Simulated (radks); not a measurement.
Values are calculated unless marked as measured or tabulated.
Problem. Coherent X-ray form factor from a spherical all-electron density. Level of theory: Dirac Kohn-Sham, BLYP, spin-unpolarised, spherical densities, finite nucleus; Fermi nuclear charge, rms radius of each element as measured or else 0.836 A^(1/3) + 0.57 fm (a radial shooting solver on a logarithmic mesh with Libxc functionals).

sin(theta)/lambda (1/angstrom),f0 (electrons)
0.05,67.668
0.1,66.692
0.15,65.136
0.2,63.094
0.25,60.680
0.3,58.015
0.4,52.377
0.5,46.891
0.6,41.932
0.8,33.865
1,27.808
1.25,22.322
1.5,18.662
2,14.596

The species is in the configuration that NIST lists as its ground one. Which atom or ion scatters so?

Solution. The platinum ion Pt10+, [Xe] 4f14. Extrapolating in s^2 from the first two rows gives f0(0) = 68.0, near the electron count 68; among species with that count, the fall with angle is slower the higher Z, and the table is that of Z = 78; from so few rows the species is fixed only to a neighbour or two.
